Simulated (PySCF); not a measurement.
F₂OS, SMILES FS(=O)F. Heavy atoms are numbered as in [O:1]=[S:2]([F:3])[F:4].

Geometry optimised at B3LYP-D3(BJ)/def2-TZVP.

All values below come from PBE/pcSseg-2 in PySCF.

GIAO shieldings, no solvent; atoms alike by connectivity are averaged. δ = σ(ref) − σ: ¹⁷O against H2O (σ = 327.5 ppm); ³³S against H2S (σ = 705.0 ppm); ¹⁹F against CFCl3 (σ = 132.0 ppm), references at their B3LYP-D3(BJ)/def2-TZVP geometries, non-relativistic.

| atoms | nucleus | count | δ (ppm) |
|---|---|---|---|
| O1 | ¹⁷O | 1 | ___ |
| S2 | ³³S | 1 | 781.8 |
| F3 | ¹⁹F | 2 | 66.9 |

Q: Complete the blanks. (Estimate from the structure and the level; the computed values follow.)

A: 
- O1, δ (ppm): 337.5
